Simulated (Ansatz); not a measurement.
Al₂Si₂⁺. Total charge 1; doublet. Geometry PBE-D4/def2-TZVP, that of the neutral singlet; atoms count from 1.

```csv
atom,x (Å),y (Å),z (Å)
Al1,-0.0620,-0.4600,-1.1178
Al2,0.0572,0.4611,1.1176
Si3,0.4682,1.9474,-0.8275
Si4,-0.4634,-1.9485,0.8277
```

The charge 1 doublet is spin-contaminated (final ⟨S²⟩ up to 0.87, 0.75 for a pure state). The structure comes from a short search, and lower isomers may exist.

Question: Estimate the Mulliken populations from the PBE0/def2-TZVP orbitals of Ansatz.

Answer: 
```csv
atom,charge (e),spin (α − β)
Al1,0.35,0.04
Al2,0.35,0.04
Si3,0.15,0.70
Si4,0.15,0.21
```
Mulliken values and Mayer orders depend strongly on the basis.

Question: Where does the spin sit?

Answer: Summed by element: Al 0.09, Si 0.91, of 1 unpaired in all. Largest on single atoms: Si3 0.70, Si4 0.21, Al1 0.04.

Question: And the Mayer bond orders between bonded heavy atoms (over 0.3)?

Answer: Al1–Al2 0.76 (2.42 Å); Al1–Si3 1.04 (2.48 Å); Al1–Si4 1.04 (2.48 Å); Al2–Si3 1.04 (2.48 Å); Al2–Si4 1.04 (2.48 Å). Values over 0.3 also appear between atoms too far apart for a bond (Si3–Si4 0.49 at 4.33 Å); they arise where an orbital or an unpaired electron spreads over both atoms.
